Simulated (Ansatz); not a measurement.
The same molecule with X = Al, Ga, In. Ansatz, PBE0-D4/def2-TZVP geometries, multiplicity 1.

Elements past krypton have def2 core potentials. Scalar relativity is left out up to krypton.

```csv
X,molecule,mean X–H bond length / Å,mean X–O bond length / Å,LUMO energy (PBE/def2-TZVPP) / eV,HOMO–LUMO gap (PBE/def2-TZVPP) / eV,"ideal-gas entropy at 298 K and 1 bar (rigid rotor, harmonic PBE0-D4/def2-TZVP) / J/(mol·K)"
Al,`C[O][AlH2]`,1.581,1.686,-1.73,4.89,297
Ga,`C[O][GaH2]`,1.560,1.782,-1.99,4.44,304
```

Problem. Give the row for X = In, `C[O][InH2]`. (Estimate.)

Solution. The calculation gave: 
| X | molecule | mean X–H bond length / Å | mean X–O bond length / Å | LUMO energy (PBE/def2-TZVPP) / eV | HOMO–LUMO gap (PBE/def2-TZVPP) / eV | ideal-gas entropy at 298 K and 1 bar (rigid rotor, harmonic PBE0-D4/def2-TZVP) / J/(mol·K) |
| --- | --- | --- | --- | --- | --- | --- |
| In | `C[O][InH2]` | 1.708 | 1.987 | -2.22 | 3.68 | 319 |

From Al to In the mean X–H bond length isn't monotonic: highest at In, lowest at Ga; the mean X–O bond length rises at each step, by 0.301 Å in all; the LUMO energy (PBE/def2-TZVPP) falls at each step, by 0.49 eV in all; the HOMO–LUMO gap (PBE/def2-TZVPP) falls at each step, by 1.21 eV in all; the ideal-gas entropy at 298 K and 1 bar (rigid rotor, harmonic PBE0-D4/def2-TZVP) rises at each step, by 22 J/(mol·K) in all. Bonds lengthen as the atom grows down the group.
